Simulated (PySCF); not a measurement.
# [IrH4]-, quintet: structure and spectrum

Method: PySCF, UPBE0, basis Ir def2-TZVPD with ECP60, H def2-TZVPD (scalar-relativistic core potentials, no spin–orbit coupling, density fitting).

The structure is a minimum.

Coordinates in bohr (charge -1 multiplicity 5):
```
Ir    0.0000    0.0000   -0.0276
H     2.7685   -0.0045    1.3204
H     0.0043    2.7686    1.3201
H    -2.7688    0.0045    1.3197
H    -0.0046   -2.7686    1.3200
```

```
Point group                                                                   : C4v
Bond lengths                                                                  : Ir–H 1.629 Å (×4)
Bond angles                                                                   : H–Ir–H 79.0° (×4), H–Ir–H 128.1° (×2)
Dipole moment about the centre of mass                                        : 1.26 D
Enthalpy at 298.15 K above 0 K                                                : 13.52 kJ/mol
Zero-point energy                                                             : 62.0 kJ/mol
Entropy at 298.15 K and 1 bar (electronic part: spin only)                    : 268.1 J/(mol K)
Rotational symmetry number                                                    : 4
Highest occupied level (α)                                                    : 0.86 eV
Principal polarisabilities                                                    : 92.7, 92.7, 115.2 bohr³
Principal quadrupole moments (Buckingham, traceless) about the centre of mass : -4.88, 2.44, 2.44 D Å
Lowest empty level (β)                                                        : 0.63 eV
Spin squared ⟨S²⟩                                                             : 6.004
Heat capacity Cp at 298.15 K                                                  : 60.2 J/(mol K)
Rotational constants                                                          : 2.661, 2.661, 1.948 cm⁻¹
```

Harmonic modes (masses in u: Ir 192.963, H 1.008):
| symmetry | ω (cm⁻¹) | IR (km/mol, summed over degenerate members) | μ (u) | type |
| --- | --- | --- | --- | --- |
| b1 | 247 | 0.0 | 1.01 | bend |
| e | 372 | 0.8 | 1.01 | bend |
| a1 | 711 | 4.1 | 1.02 | bend |
| b2 | 750 | 0.0 | 1.01 | bend |
| e | 1899 | 970 | 1.02 | stretch |
| b1 | 2030 | 0.0 | 1.01 | stretch |
| a1 | 2078 | 149 | 1.01 | stretch |

In C4v the vibrations span 2b1 + 2e + 2a1 + b2. The b1, b2 modes carry no infrared intensity, as symmetry demands.

Charges (e); Mulliken and Löwdin values are unreliable with diffuse functions:
```csv
atom,Mulliken,Löwdin,polar tensor,spin (Mulliken),Mayer order to Ir1
Ir1,-0.43,-0.03,-0.31,3.11,–
"H2,3,4,5",-0.14,-0.24,-0.17,0.22,0.83
```

Mulliken populations on Ir1 (electrons outside its core potential): s 3.18, p 7.03, d 7.21, f 0.01.

Outer orbital energies (eV). α occupied: -6.55, -6.33, -6.33, -5.13, -3.87, -1.43, -1.43, 0.86; empty: 3.64, 3.64, 4.05, 4.89. β occupied: -6.41, -5.54, -5.02, -5.02, -2.88; empty: 0.63, 1.99, 1.99, 3.63.

The highest occupied level lies above zero, a sign of self-interaction error or too small a basis; response properties are unreliable. Other isomers or separated fragments may lie lower. Open d and f shells are described by one determinant, and the ground state may have another occupation or spin. The lowest empty level of this anion is unbound, so it and the gap depend on the basis. At this level a singlet minimum of Cs symmetry lies 298 kJ/mol below this structure. Spin–orbit coupling, left out here, can matter for elements this heavy.

The final relaxation and frequency run took about 60 core-seconds on a shared host.
